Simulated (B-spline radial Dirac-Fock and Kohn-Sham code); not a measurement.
## Cu¹²⁺: scattering cross sections and density moments

System: copper as Cu¹²⁺ in the configuration [Ne] 3s2 3p5.

Input of the calculation (task.json; shells as n, l, electrons):

```json
{"items": [{
  "Z": 29,
  "q": 12,
  "cfg": [[1, 0, 2], [2, 0, 2], [2, 1, 6], [3, 0, 2], [3, 1, 5]],
  "A": 63,
  "rrms": 3.8823,
  "do": ["scatter"],
  "s": [0.0, 0.05, 0.1, 0.15, 0.2, 0.25, 0.3, 0.35, 0.4, 0.45, 0.5, 0.6, 0.7, 0.8, 0.9, 1.0, 1.1, 1.2, 1.4, 1.6, 1.8, 2.0, 2.5, 3.0, 3.5, 4.0, 5.0, 6.0],
  "pz": [0, 0.1, 0.2, 0.3, 0.4, 0.5, 0.6, 0.8, 1.0, 1.2, 1.4, 1.6, 1.8, 2.0, 2.5, 3.0, 4.0, 5.0, 7.0, 10.0, 15.0, 20.0, 30.0, 40.0, 60.0, 100.0],
  "hv_scatter": [1000, 2000, 8047.8, 10000, 17479.3, 30000, 50000, 100000]
}]}
```

Launch: `python xray_run.py task.json out`

These are calculated numbers from a radial finite-basis atomic code; the model is configuration-average Dirac-Fock orbitals.

```
Sum of ⟨r⟩                          : 6.198 bohr
Sum of ⟨r²⟩                         : 3.617 bohr²
Sum of ⟨1/r⟩                        : 124.10 per bohr
Langevin diamagnetic susceptibility : -2.86 × 10⁻⁶ cm³/mol
Lamb shielding (α²/3)Σ⟨1/r⟩         : 2203 ppm
```

Coherent scattering is the Thomson cross section weighted by f₀², without anomalous dispersion; incoherent scattering is Klein-Nishina weighted by S. The Lamb formula is the non-relativistic shielding expression. Electron correlation is left out. A dash stands where the photon energy is too low for the impulse approximation behind that column.

```csv
hν (keV),coherent (b),incoherent (b),incoherent per electron (b)
1,190.3,–,–
2,184.7,0.2532,0.0149
8.0478,116.7,2.507,0.147
10,97.61,3.181,0.187
17.4793,55.97,4.950,0.291
30,28.55,6.473,0.381
50,12.97,7.383,0.434
100,4.080,7.508,0.442
```

Incoherent scattering overtakes coherent scattering between 50 and 100 keV.
